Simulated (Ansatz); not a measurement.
A run for Ansatz (an electronic-structure program): R-wB97M-V/def2-TZVPPD on C3H6O2 (a complex), monomers drawn apart or pushed together. Files ending in .json are basis or fitting sets from the Basis Set Exchange.

Ansatz 0.2 input:
```yaml
crystal:
  periodic: [false, false, false]
  atoms:
    - {symbol: O, position_ang: [0.37156839, 0.92968938, 0.38385986]}
    - {symbol: C, position_ang: [-0.01396512, -0.13057827, 0.11522625]}
    - {symbol: O, position_ang: [-0.39888459, -1.18956670, -0.15788720]}
    - {symbol: C, position_ang: [-0.20350628, -0.49682490, 6.23979787]}
    - {symbol: C, position_ang: [0.24403016, 0.86901539, 6.75222066]}
    - {symbol: H, position_ang: [-0.44134221, -1.17417929, 7.06230456]}
    - {symbol: H, position_ang: [0.57671597, -0.97444263, 5.64295953]}
    - {symbol: H, position_ang: [-1.09810242, -0.41671834, 5.61822472]}
    - {symbol: H, position_ang: [-0.53633428, 1.34094059, 7.35242936]}
    - {symbol: H, position_ang: [0.48145007, 1.54284560, 5.92747713]}
    - {symbol: H, position_ang: [1.13460687, 0.78379821, 7.37794276]}
basis:
  gaussian:
    orbitals: def2-TZVPPD.json
hamiltonian:
  xc: {name: wB97M-V}
scf: {lower_state_search: off}
```

Output:

```
WARN ansatz: RAYON_NUM_THREADS=2 ignored (pool sized by the plan → 2); use --threads N
Functional definition: wB97M-V
these checks for a lower state are left out or cut short: stability, starts, cluster_reference, orbital_swaps, neighbouring_geometries, increment
integrals: 0.23 GiB planned
1244 factors; their error is unknown
integrals: 0.27 GiB planned
401 factors; integrals over basis functions are off by at most 3.3e-5 eV
mean field: 2.13 GiB planned
mean field evaluation 1: about -7297.1212 eV, gradient 6.2e1 eV
mean field evaluation 2: about -7297.4734 eV, gradient 6.4e1 eV
mean field evaluation 4: about -7304.0501 eV, gradient 2.1e0 eV
mean field evaluation 8: about -7304.0722 eV, gradient 7.6e-2 eV
mean field evaluation 16: about -7304.0580 eV, gradient 3.7e-5 eV
mean field -7304.05795847 eV, -268.4191791055 hartree, gradient 3.0e-6 eV, S^2 0.000000; 0 other end points of the search recorded, 0 dependent functions left out
reference -7304.05804552 eV, -268.4191823044 hartree; 20, 20 occupied and 273, 273 virtual orbitals, 1244 factors
Total energy: -7304.05804552 eV, -268.4191823044 hartree
Checks for a lower state left out: stability, starts, cluster_reference, orbital_swaps, neighbouring_geometries, increment
```

Self-consistency was reached.

Cost: around 12 core-seconds (rough).
